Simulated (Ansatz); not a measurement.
Isolated molecules relaxed with PBE0-D4/def2-TZVP in Ansatz; ΔE leaves out vibrations. CBS: MP2 limit from def2 TZ/QZ plus the TZ coupled-cluster correction, frozen cores. DFT in def2-TZVPP. B3LYP here is the variant with VWN-RPA as its local correlation; programs differ in this. HSE06 is defined as in plane-wave codes. One conformer a species, not always the lowest.

Consider the substitution at a C–C bond: `CC1=CN1` + `[CH3][Al]([SH])[Cl]` → `C[S][Al]([CH3])[Cl]` + `C1=CN1`.

```
             level  ΔE (kcal/mol)  difference from CCSD(T)/CBS
       LDA (SPW92)           14.2                          2.5
            PBE-D4           12.5                          0.8
         revPBE-D4           11.9                          0.2
           BLYP-D4           11.8                          0.1
         r2SCAN-D4           13.1                          1.4
            B97M-V           13.6                          1.9
           PBE0-D4           12.9                          1.2
          B3LYP-D4           12.3                          0.6
        r2SCANh-D4           13.1                          1.4
        r2SCAN0-D4           13.2                          1.5
          BHLYP-D4           12.7                          1.0
      CAM-B3LYP-D4           13.0                          1.3
           ωB97M-V           12.2                          0.5
            B2PLYP           12.7                          1.0
          PBE-QIDH           13.2                          1.5
               PBE           12.9                          1.2
            revPBE           12.8                          1.1
            r2SCAN           13.2                          1.5
             B3LYP           13.1                          1.4
           r2SCANh           13.3                          1.6
           r2SCAN0           13.4                          1.7
             HSE06           13.3                          1.6
             BHLYP           13.4                          1.7
         CAM-B3LYP           13.4                          1.7
           LC-ωPBE           13.4                          1.7
RPA@PBE/def2-TZVPP           11.5                         -0.2
      MP2/def2-SVP           15.2                          3.5
     CCSD/def2-SVP           14.7                          3.0
  CCSD(T)/def2-SVP           14.5                          2.8
     HF/def2-TZVPP           13.7                          2.0
    MP2/def2-TZVPP           12.7                          1.0
SCS-MP2/def2-TZVPP           12.4                          0.7
   CCSD/def2-TZVPP           12.7                          1.0
CCSD(T)/def2-TZVPP           12.3                          0.6
     HF/def2-QZVPP           13.6                          1.9
    MP2/def2-QZVPP           12.3                          0.6
SCS-MP2/def2-QZVPP           12.0                          0.3
      HF/CBS(def2)           13.6                          1.9
     MP2/CBS(def2)           12.1                          0.4
    CCSD/CBS(def2)           12.1                          0.4
       CCSD(T)/CBS           11.7                            0
```

Largest T1 diagnostic among the species: 0.011.

In def2-TZVPP, CCSD(T) changes the Hartree–Fock value by −1.4 kcal/mol (the triples alone add −0.4 kcal/mol) and MP2 by −0.9 kcal/mol. Leaving LDA and LC-ωPBE aside and taking each functional with its dispersion term where it has one, the values spread over 1.8 kcal/mol, from BLYP-D4 to B97M-V. LDA lies +1.3 kcal/mol from PBE without D4. The D4 term adds −0.7 kcal/mol with B3LYP and −0.4 kcal/mol with PBE0; it sums over pairs of atoms, weighted by their polarisabilities, and B3LYP, whose exchange is more repulsive, gets the larger term.
